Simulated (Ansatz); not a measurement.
Reaction (substitution at a C–Si bond): `N=C(Cl)[SiH2][SiH3]` + H–F → `N=C(F)Cl` + `[SiH3][SiH3]`

Gas-phase electronic energies from Ansatz, PBE0-D4/def2-TZVP geometries. CBS: MP2 limit from def2 TZ/QZ plus the TZ coupled-cluster correction, frozen cores. This one scheme is used for every species. DFT in def2-TZVPP. Each species was taken in one conformer, which may not be the lowest.

```
         level  ΔE (kJ/mol)
   LDA (SPW92)         26.2
          PBE0         31.6
       r2SCANh         30.8
CCSD/CBS(def2)         54.0
```

Question: What does CCSD(T)/CBS give? (An estimate is asked.)

Answer: The calculation gave: +57.1 kJ/mol. The listed levels differ from it by -30.9, -25.5, -26.3, -3.1 kJ/mol.

Largest T1 diagnostic among the species: 0.014.

The D4 term adds +13.2 kJ/mol with B3LYP and +7.5 kJ/mol with PBE0; it sums over pairs of atoms, weighted by their polarisabilities, and B3LYP, whose exchange is more repulsive, gets the larger term. From BLYP to BHLYP (50 % exact exchange), in def2-TZVPP and without D4, ΔE moves by +3.9 kJ/mol. At CCSD(T), def2-SVP lies −35.0 kJ/mol from the extrapolated value and def2-TZVPP −9.9 kJ/mol.

CCSD(T)/CBS has its own doubt, a few kJ/mol and more with outer-core shells, so smaller differences from it don't rank the levels.

B3LYP here is the variant with VWN-RPA as its local correlation; programs differ in this.
